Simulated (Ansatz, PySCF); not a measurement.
Molecule: isocyanic acid, CHNO, charge 0, multiplicity 1. 
Coordinates optimised at B3LYP-D3(BJ)/def2-TZVP (Ansatz, a first-principles code):
```xyz
4

N     -1.1014     0.2807     0.2471
C      0.0427    -0.0239    -0.0008
O      1.1482    -0.1990    -0.3207
H     -1.7320    -0.2289     0.8408
```
Charge 0, spin multiplicity 1.

Property: vertical triplet-singlet gap (E(triplet) - E(singlet); each state is the SCF solution reached for its spin; the UHF <S^2> is 2.11 for the triplet (pure: 2.00)), in kcal/mol. Valence correlation only, unless marked. Open shells are spin-unrestricted. No spin-orbit coupling. Non-relativistic. Basis-set limits of correlation are two-point, X^-3; Hartree-Fock from the larger set. The bracket is a focal-point correction in the basis named.

| level | program | vertical triplet-singlet gap (kcal/mol) |
|---|---|---|
| HF/aug-cc-pVDZ | Ansatz | 127.8 |
| HF/aug-cc-pVTZ | Ansatz | 127.4 |
| HF/aug-cc-pVQZ | Ansatz | 127.3 |
| r2SCAN/def2-TZVPD | Ansatz | 140.7 |
| PBE0/def2-TZVPD | Ansatz | 141.4 |
| BHLYP/def2-TZVPD | Ansatz | 138.4 |
| M06-2X/def2-TZVPD | PySCF | 147.8 |
| CAM-B3LYP/def2-TZVPD | Ansatz | 141.6 |
| wB97M-V/def2-TZVPD | Ansatz | 145.5 |
| wB97X-V/def2-TZVPD | Ansatz | 145.1 |
| B2PLYP/def2-TZVPD | Ansatz | 147.9 |
| MP2/aug-cc-pVDZ | Ansatz | 164.1 |
| RI-MP2/aug-cc-pVQZ | Ansatz | 164.4 |
| RI-MP2/CBS(aug-cc-pVTZ,aug-cc-pVQZ) | Ansatz | 164.8 |
| SCS-MP2/aug-cc-pVDZ | Ansatz | 162.7 |
| SCS-MP2/aug-cc-pVTZ | Ansatz | 163.0 |
| CCSD/aug-cc-pVDZ | Ansatz | 147.5 |
| CCSD/aug-cc-pVTZ | Ansatz | 147.0 |
| CCSD(T)/aug-cc-pVDZ | Ansatz | 150.3 |
| RI-MP2/CBS(aug-cc-pVTZ,aug-cc-pVQZ)+[CCSD(T)-MP2]/aug-cc-pVDZ | Ansatz | 151.1 |
| RI-MP2/CBS(aug-cc-pVTZ,aug-cc-pVQZ)+[CCSD(T)-MP2]/aug-cc-pVTZ | Ansatz | 150.9 |
